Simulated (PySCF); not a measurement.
Ionisation energy of Sm⁴¹⁺ by level of theory

Sm⁴¹⁺ [Ar] 3d3 [3d3/2^3, M_J = 3/2] → Sm⁴²⁺ [Ar] 3d2 [3d3/2^2, M_J = 2], as a difference of total energies. Computed with PySCF 2.14 in an uncontracted even-tempered set (16 s from 8.9 bohr⁻², ratio 2.8; 12 p from 12 bohr⁻², ratio 2.8; 8 d from 12 bohr⁻², ratio 2.8; 3 f from 37 bohr⁻², ratio 3), with the two-component X2C-1e Hamiltonian. Correlated levels: [Ne] frozen; the 74 highest virtual spinors dropped. "Screened" scales the spin-orbit matrix elements by Boettger's factors to mimic the two-electron term; Breit and QED terms are absent.

| method | ionisation energy (eV) |
| --- | --- |
| GHF (spin-free) | 3127.8 |
| GMP2 (spin-free) | 3127.6 |
| GHF (screened spin-orbit) | 3136.8 |
| GMP2 (screened spin-orbit) | 3137.6 |

Breit and QED terms and the two-electron picture change are absent.

The spin-free rows relax to the high-spin LS determinant and lack the spin-orbit shift.

The labels give the starting determinants; with spin-orbit coupling the two ends relaxed to ⟨J²⟩ = 3.83, ⟨L²⟩ = 8.17, ⟨S²⟩ = 2.19 and ⟨J²⟩ = 6.03, ⟨L²⟩ = 10.29, ⟨S²⟩ = 1.54.

For comparison: 3137 ± 4 eV (theoretical estimate listed by NIST; NIST Atomic Spectra Database, ionization energies).
